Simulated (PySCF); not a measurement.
**C7H3N: core ionisation energies**

Compound: vinylcyanodiacetylene, C₇H₃N.
SMILES with atom numbers: `[CH2:1]=[CH:2][C:3]#[C:4][C:5]#[C:6][C:7]#[N:8]`

The calculation used PySCF 2.14.0, delta-SCF UKS SCAN, pcX-2 on the ionised atom, pcseg-1 elsewhere, spin-free X2C. Binding energies are ΔSCF values: E(core-ionised, relaxed orbitals) − E(ground state) at a fixed geometry, referred to the vacuum level.

Problem. Give the core binding energies atom by atom.

Solution. 
```tsv
atom(s)	bonded to	level	binding energy (eV)	above the level's lowest (eV)	count
N8	C (triple bond)	N 1s	404.53	0.00	1
C7	N (triple bond) and C	C 1s	292.35	+1.61	1
C6	C (triple bond) and C	C 1s	291.40	+0.66	1
C1	C (double bond) and 2 H	C 1s	290.74	0.00	1
```

The listed C 1s values span 1.61 eV, from C1 (bonded to C (double bond) and 2 H) to C7 (bonded to N (triple bond) and C). Summing the Pauling electronegativity differences to the bonded atoms, each weighted by its formal bond order, gives -0.70 for the lowest site and +1.47 for the highest; no listed site has a larger sum than the highest.

Problem. Which effective nuclear charge Zeff reproduces each element's mean 1s value in the hydrogen-like formula E = 13.606 eV × Zeff²?

Solution. C (Z = 6): mean 291.5 eV, Zeff = 4.63, Z − Zeff = 1.37; N (Z = 7): mean 404.5 eV, Zeff = 5.45, Z − Zeff = 1.55. Means run over the listed sites, weighted by atom count.

The list is incomplete; no value stands for C 1s of C2, C3, C4, C5 (hole states with ⟨S²⟩ of 1 or more are left out). Spin contamination (⟨S²⟩ against 0.75 for a pure doublet) is marked for C 1s of C6 (0.92), C 1s of C7 (0.96) and N 1s of N8 (0.88), which makes these values less certain. Isolated species at its PBE0-D3(BJ)/def2-SVP geometry, gas phase.
